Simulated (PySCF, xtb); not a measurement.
H12N4Zn, SMILES [NH3]->[Zn+2](<-[NH3])(<-[NH3])<-[NH3], charge +2.

GFN2-xTB (xtb) at its own geometry gives an orbital gap of 6.66 eV.

The structure is a stationary point at PBE-D3(BJ)/def2-SVP. The isomer is the one that the SMILES or the coordinates give; other isomers of the formula were not compared.

### Question
What does PySCF with ωB97X/def2-TZVP give? (Estimate from the structure and the level; the computed values follow.)

### Answer
gap 14.41 eV (levels -20.92 and -6.51 eV).
